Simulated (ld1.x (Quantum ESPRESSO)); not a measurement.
## An odd input for ld1.x (Quantum ESPRESSO) 7.5 (europium (Eu))

Command:

```bash
ld1.x < Eu.in > Eu.out
```

Input:

```
&input
   title='Eu', zed=63., rel=1, dft='PZ', iswitch=3,
   config='[Xe] 4f7 5d0 6s0 6p0',
   nld=4, rlderiv=2.75, eminld=-6.0, emaxld=5.0, deld=0.02
 /
 &inputp
   pseudotype=5, tm=.true., lloc=-1, rcloc=1.65,
   nlcc=.true., rcore=0.70,
   file_pseudopw='Eu.UPF', file_wfcaegen='ae.wfc', file_wfcncgen='nc.wfc', file_beta='beta', file_chi='chi'
 /
4
5S  1  0   2.00   0.00  2.45  2.45  0.0
5P  2  1   6.00   0.00  2.40  2.40  0.0
5D  3  2   0.00   0.00  2.55  2.55  0.0
4F  4  3   7.00   0.00  1.00  1.00  0.0
 &test
   configts(1)='4f7 5s2 5p6 5d0 6s0 6p0'
 /
```

This is an input that runs to its end, with one change: pseudotype changed from 2 to 5. The unchanged file is no sound one. Note: ghost state, extra bound levels that the all-electron valence spectrum of the same l lacks: s at -19.3 eV. A true bound ghost makes a file unfit for plane-wave use.

Q: How does the run end?

A: The program refuses the input: "ld1_readin: specify correct pseudotype".

```
Program LD1 v.7.5

 %%%%%%%%%%%%%%%%%%%%%%%%%%%%%%%%%%%%%%%%%%%%%%%%%%%%%%%%%%%%%%%%%%%%%%%%%%%%%%
     Error in routine ld1_readin (1):
     specify correct pseudotype
 %%%%%%%%%%%%%%%%%%%%%%%%%%%%%%%%%%%%%%%%%%%%%%%%%%%%%%%%%%%%%%%%%%%%%%%%%%%%%%

     stopping ...
```
